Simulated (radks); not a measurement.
Results of a calculation; reference values are marked as such.
Q: These are the eigenvalues of the occupied orbitals of an atom or ion with whole-number occupations (hartree). Level of theory: scalar-relativistic Kohn-Sham, r2SCAN, spin-polarised, spherical densities, finite nucleus; meta-GGA in the generalised Kohn-Sham scheme; Fermi nuclear charge, rms radius of each element as measured or else 0.836 A^(1/3) + 0.57 fm (a radial shooting solver on a logarithmic mesh with Libxc functionals).

1s up: -101.6431
1s down: -101.6346
2s up: -9.47970
2s down: -9.47548
2p up: -7.15832
2p down: -7.14926
3s up: -0.81565
3s down: -0.76813
3p up: -0.34732
3p down: -0.30457

Which element is it, and in what charge state? The configuration may be excited. Open shells, if any, are filled with parallel spins first.

A: Z = 17, chlorine, charge 0: Cl in [Ne] 3s2 3p5. The list shows which subshells hold electrons but not how many an open one holds; the 1s level, -101.64 hartree, gives Z - s = 14.3 by -(Z - s)^2/2, which with screening and relativity narrows Z to a few neighbours, and the depths of the outer levels then fix element, charge and occupations together.
